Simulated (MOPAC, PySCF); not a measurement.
C3H6O, SMILES `C=COC` (C–C–O–C torsion 0°), neutral singlet in the gas phase. 

Cartesian coordinates (Å):
```xyz
10

C     -1.3192    -0.3632     0.5075
C     -0.8638     0.6262    -0.2580
O      0.4068     0.8516    -0.6618
C      1.3928    -0.0706    -0.2256
H     -0.6904    -1.1406     0.9150
H     -2.3729    -0.4001     0.7398
H     -1.5182     1.3934    -0.6535
H      2.3368     0.2697    -0.6436
H      1.1712    -1.0794    -0.5863
H      1.4568    -0.0869     0.8664
```
Charge 0, multiplicity 1.

All levels are single points at this geometry (B3LYP-D3(BJ)/def2-TZVP); Pople sets use spherical d functions. Orbital energies aren't observables, and empty levels follow the basis.

```csv
level,HOMO (eV),LUMO (eV),gap (eV),dipole (D),"vertical IE, Delta-SCF (eV)"
M06-2X/def2-TZVP in PySCF,-8.00,1.80,9.80,0.96,9.16
PBE-D3(BJ)/def2-TZVP in PySCF,-5.51,-0.15,5.37,0.92,8.93
B3LYP/6-311+G** in PySCF,-6.55,0.14,6.70,1.06,–
SVWN5/6-31G* in PySCF,-5.24,0.24,5.48,0.97,8.92
HF/6-31G* in PySCF,-9.23,5.65,14.88,1.04,7.87
PM7 in MOPAC,-9.49,1.16,10.65,0.92,–
```
